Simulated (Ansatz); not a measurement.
Mulliken charges of C3H4AlNO (`C=[N][Al]1[O][C]1=C`) from ωB97M-V/def2-TZVPP in Ansatz (PBE0-D4/def2-TZVP geometry).

```json
{"atom": "C1", "x (Å)": "1.003", "y (Å)": "-2.756", "z (Å)": "-1.127", "charge (e)": "-0.016"}
{"atom": "N2", "x (Å)": "0.585", "y (Å)": "-1.641", "z (Å)": "-0.764", "charge (e)": "-0.271"}
{"atom": "Al3", "x (Å)": "0.027", "y (Å)": "-0.108", "z (Å)": "-0.218", "charge (e)": "0.429"}
{"atom": "O4", "x (Å)": "-0.620", "y (Å)": "1.383", "z (Å)": "-0.793", "charge (e)": "-0.391"}
{"atom": "C5", "x (Å)": "-0.513", "y (Å)": "1.442", "z (Å)": "0.621", "charge (e)": "0.096"}
{"atom": "C6", "x (Å)": "-0.842", "y (Å)": "2.451", "z (Å)": "1.407", "charge (e)": "-0.277"}
{"atom": "H7", "x (Å)": "0.342", "y (Å)": "-3.630", "z (Å)": "-1.221", "charge (e)": "0.117"}
{"atom": "H8", "x (Å)": "2.059", "y (Å)": "-2.935", "z (Å)": "-1.377", "charge (e)": "0.117"}
{"atom": "H9", "x (Å)": "-0.711", "y (Å)": "2.370", "z (Å)": "2.478", "charge (e)": "0.093"}
{"atom": "H10", "x (Å)": "-1.247", "y (Å)": "3.372", "z (Å)": "0.997", "charge (e)": "0.103"}
```

**Question.** By hand: the dipole of these point charges (1 e Å = 4.8032 D).

**Answer.** Σ q r = (0.350, -0.839, 0.141) e Å, of length 0.920 e Å = 4.42 D.

**Question.** How does the dipole of the full density compare? (Estimate.)

**Answer.** The calculation gave: (0.386, -0.982, -0.096) e Å, 5.09 D; the point charges give 0.87 times that, at 14° from its direction.

Point charges leave out the atoms' own dipoles, such as those of lone pairs, and Mulliken's split depends on the basis, so the close match here is no proof of good charges.
